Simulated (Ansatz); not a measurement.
Calculated with Ansatz (gas phase, PBE0-D4/def2-TZVP geometries, no zero-point term in ΔE). CCSD(T)/CBS adds triple-zeta CCSD(T) − MP2 to the extrapolated MP2 energy (def2 sets, frozen cores). Double bonds are as drawn, so ΔE can hold a change between cis and trans. DFT in def2-TZVPP. For Ge outer-core shells are correlated without core-valence functions, which leaves a few kJ/mol of doubt a bond. Scalar relativity is left out up to krypton. Each species was taken in one conformer, which may not be the lowest.

Consider the redistribution: `C/C(F)=[CH]/[GeH3]` + `BCC[SiH2]C` → `C[SiH2][CH2][GeH3]` + `BC/C=C(/C)F`.

```
             level  ΔE (kJ/mol)
           ωB97X-V        -24.5
           ωB97M-V        -28.4
               PBE        -37.2
            r2SCAN        -37.3
     HF/def2-TZVPP          2.7
    MP2/def2-TZVPP        -37.3
SCS-MP2/def2-QZVPP        -26.5
     MP2/CBS(def2)        -37.5
```

Question: What does CCSD(T)/CBS give? (Best estimate.)

Answer: The calculation gave: -28.2 kJ/mol. The listed levels differ from it by 3.7, -0.2, -9.0, -9.1, 30.9, -9.1, 1.7, -9.3 kJ/mol.

Largest T1 diagnostic among the species: 0.012.

The D4 term adds −4.2 kJ/mol with B3LYP and −2.2 kJ/mol with PBE0; it sums over pairs of atoms, weighted by their polarisabilities, and B3LYP, whose exchange is more repulsive, gets the larger term. In def2-TZVPP, CCSD(T) changes the Hartree–Fock value by −30.7 kJ/mol (the triples alone add −6.0 kJ/mol) and MP2 by −40.0 kJ/mol.

B3LYP here is the variant with VWN-RPA as its local correlation; programs differ in this.
